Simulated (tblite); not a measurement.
Compound: C7H9 (doublet state).
Cartesian coordinates in Å at the GFN2-xTB level; atoms count from 1:
```
atom  x, y, z in Å
C1     2.570   -0.749   -0.338
C2     1.683    0.194    0.028
C3     0.269    0.168   -0.160
C4    -0.348   -0.896   -0.901
C5    -1.595   -1.354   -0.738
C6    -0.481    1.250    0.396
C7    -1.718    1.640    0.048
H8     2.283   -1.665   -0.824
H9     3.621   -0.621   -0.149
H10    2.066    1.074    0.533
H11    0.286   -1.388   -1.629
H12   -2.250   -0.975    0.027
H13   -1.979   -2.156   -1.345
H14    0.046    1.844    1.136
H15   -2.187    2.485    0.522
H16   -2.272    1.158   -0.738
```

The geometry is computed with GFN2-xTB (gas phase). This method treats the open shell by occupation alone, without spin polarisation.

Take the most abundant isotopes and a rigid rotor. The values belong to one conformer with, in the numbering `[CH2:1][CH:2]=[C:3]([CH:4]=[CH2:5])[CH:6]=[CH2:7]`, H–C1–C2–C3 -1° and 180°, C2–C3–C4–C5 152°, C2–C3–C6–C7 160°.

Question: What are A, B and C (GHz)?

Answer: Ia = 124.49, Ib = 240.70, Ic = 357.11 u·Å²; 505379 MHz·u·Å²/I gives 4060, 2100 and 1415 MHz, that is A = 4.0595, B = 2.0996, C = 1.4152 GHz.

Question: What kind of rotor is it?

Answer: An asymmetric top; Ray's κ = -0.482.

Question: What does the inertial defect say?

Answer: Not planar: Δ = Ic − Ia − Ib = -8.08 u·Å². For a rigid frame Δ = −2 Σ m c², so Σ m c² = 4.04 u·Å² lies off the ab plane: 2.11 from hydrogen and 1.94 from heavier atoms. The atom farthest from that plane is 0.84 Å away.

Question: Give the other two planar moments, Paa and Pbb, and the rms extents of the mass along the axes.

Answer: Paa = Σ m a² = (Ib + Ic − Ia)/2 = 236.66 and Pbb = Σ m b² = (Ia + Ic − Ib)/2 = 120.45 u·Å². With the mass M = 93.07 u, the rms extents √(P/M) along a, b and c are 1.59, 1.14, 0.21 Å.

Question: Estimate the classical rotational partition function at 200 K, 298.15 K and 500 K.

Answer: Point group C1, symmetry number σ = 1; q = (√π/σ)·√((kT/h)³/(ABC)), k/h = 20836.6 MHz/K: 137000 at 200 K, 250000 at 298.15 K, 543000 at 500 K.

For this open shell read J as N, the rotation without spin; fine and hyperfine splittings come on top. Its GFN2-xTB frequencies are all real (lowest 87 cm⁻¹). No vibrational averaging or centrifugal distortion is included, and the geometry carries the error of its method.

Hardware: one thread, Arm Neoverse V2 (aarch64) (shared host). Cost: 0.5 s of wall time. These figures are those of the optimisation.
